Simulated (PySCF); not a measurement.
# Working with the constants of MgHg

RHF-SCS-MP2 constants of MgHg, ¹Σ⁺ (singlet), closed shell (PySCF, scalar-relativistic core potentials, basis sets Mg def2-SVP, Hg def2-SVP with ECP60; masses 23.9850 and 201.9706 u):

| Property | Result |
| --- | --- |
| ωe | 29.1 cm⁻¹ |
| ωexe | 0.608 cm⁻¹ |
| Be | 0.044693 cm⁻¹ |
| αe | 0.00106 cm⁻¹ |
| De to Mg + Hg | 0.037 eV |

Q: What force constant and bond length do these constants imply?

A: Reduced mass μred = 21.439 u; k = 5.8918×10⁻⁷·μred·ωe² (u, cm⁻¹, mdyn/Å) = 0.0107 mdyn/Å; Re = √(16.8576/(μred·Be)) (u, cm⁻¹, Å) = 4.194 Å.

Q: Estimate the centrifugal constant D from the Kratzer relation and find the Dunham coefficient a1.

A: D = 4Be³/ωe² = 4.22e-07 cm⁻¹; a1 = −1 − αeωe/(6Be²) = -3.57.

Correlated steps freeze 1 core orbital. The bond is weak. Basis-set superposition, not corrected here, can be much of De in a small basis, most of all at correlated wavefunction levels. Spin–orbit coupling is left out.
